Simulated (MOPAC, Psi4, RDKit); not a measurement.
Torsional profile of SMILES CO[SiH2][SiH3]. Scanned: dihedral C1–O2–Si3–Si4; all other coordinates were relaxed at GFN2-xTB. Points at φ and −φ are mirror images. Heavy atoms are numbered in the order of the SMILES CO[SiH2][SiH3], hydrogens after them in the order of the atoms that carry them; the mirror image has the same energies with the sign of each dihedral reversed.

Levels: UFF // GFN2-xTB (RDKit); PM3, restricted, heats of formation // GFN2-xTB (MOPAC); M06-2X/def2-TZVP // GFN2-xTB (Psi4); MP2/cc-pVTZ = DF-MP2 (frozen core)/cc-pVTZ // GFN2-xTB in Psi4.

Energies relative to the lowest point of each profile, in kcal/mol:

| φ / ° | UFF | PM3 | M06-2X/def2-TZVP |
|---|---|---|---|
| -150 | 1.8 | 1.6 | 0.4 |
| -120 | 5.8 | 2.1 | 1.0 |
| -90 | 2.9 | 0.4 | 1.0 |
| -60 | 0.9 | 0.0 | 0.8 |
| -30 | 3.6 | 0.8 | 1.0 |
| 0 | 7.4 | 1.9 | 1.2 |
| 30 | 3.6 | 0.8 | 1.0 |
| 60 | 0.9 | 0.0 | 0.8 |
| 90 | 2.9 | 0.4 | 1.0 |
| 120 | 5.8 | 2.1 | 1.0 |
| 150 | 1.8 | 1.6 | 0.4 |
| 180 | 0.0 | 1.2 | 0.0 |

Problem. What does MP2/cc-pVTZ give at the same points?

Solution. -150: 0.5; -120: 1.3; -90: 1.1; -60: 0.9; -30: 1.2; 0: 1.6; 30: 1.2; 60: 0.9; 90: 1.1; 120: 1.3; 150: 0.5; 180: 0.0 (kcal/mol).
